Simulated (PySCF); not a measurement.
This PySCF input asks for the NMR shieldings of `BC1=CO[Si@H]1COC`, C4H9BO2Si; the geometry comes from GFN2-xTB.

```python
import basis_set_exchange as bse
import numpy as np
from pyscf import gto, dft
from pyscf.prop import nmr

atoms = """
B     2.710098    1.747954    0.288255
C     2.096819    0.381807    0.056713
C     2.575837   -0.859202    0.326772
O     1.678735   -1.783940   -0.073642
Si    0.614558   -0.545065   -0.690316
C    -1.090681   -0.656636    0.137328
O    -1.925841    0.223089   -0.587275
C    -3.252552    0.230673   -0.123661
H     3.730055    1.822876    0.859203
H     2.173188    2.715132   -0.091070
H     3.496091   -1.208970    0.768975
H     0.553174   -0.725564   -2.133260
H    -1.068024   -0.371738    1.198974
H    -1.486822   -1.681439    0.086467
H    -3.304941    0.544886    0.926107
H    -3.710055   -0.762483   -0.216276
H    -3.796634    0.940650   -0.743203
"""
names = dict.fromkeys(["B", "C", "O", "Si", "H"], "pcSseg-1")
basis = {el: gto.basis.parse(bse.get_basis(n, elements=[el], fmt="nwchem")) for el, n in names.items()}
mol = gto.M(atom=atoms, basis=basis, charge=0, verbose=0)
mf = dft.RKS(mol, xc="PBE0")
mf.grids.level = 2
mf.grids.alignment = dft.numint.BLKSIZE   # the property module wants whole blocks of grid points
mf.conv_tol = 1e-9
mf.kernel()

calc = nmr.RKS(mf)   # GIAO
C = mf.mo_coeff
Co = C[:, mf.mo_occ > 0]
resp = mf.gen_response(singlet=True, hermi=2)
def vind(x):   # induced exchange potential for any number of trial vectors
    d = np.einsum("pi,xij,qj->xpq", C, 2 * x.reshape(-1, C.shape[1], Co.shape[1]), Co, optimize=True)
    return np.einsum("xpq,pi,qj->xij", resp(d - d.transpose(0, 2, 1)), C, Co, optimize=True).ravel()
mo1, _ = nmr.rhf.solve_mo1(calc, with_cphf=vind)
sigma = calc.kernel(mo1)
for i, s in enumerate(sigma):   # ppm
    print("%2d %-2s %9.2f" % (i, mol.atom_pure_symbol(i), np.trace(s) / 3))
```

Q: What are the results?

A: 
```
 0 B      39.93
 1 C      50.31
 2 C      -9.75
 3 O     119.05
 4 Si    312.77
 5 C     119.58
 6 O     343.41
 7 C     121.31
 8 H      25.23
 9 H      25.46
10 H      23.41
11 H      25.82
12 H      27.96
13 H      28.03
14 H      28.39
15 H      28.41
16 H      27.71
```

These numbers come from an equivalent density-fitted implementation of the same equations, which agrees with the script to about 0.01 ppm for H and up to a few tenths of a ppm for heavy atoms, so last digits may differ.

Size and cost of the density-fitted run: 188 basis functions, 40 s wall time on 1 thread of an Arm Neoverse V1, shared host; peak memory 0.97 GiB.
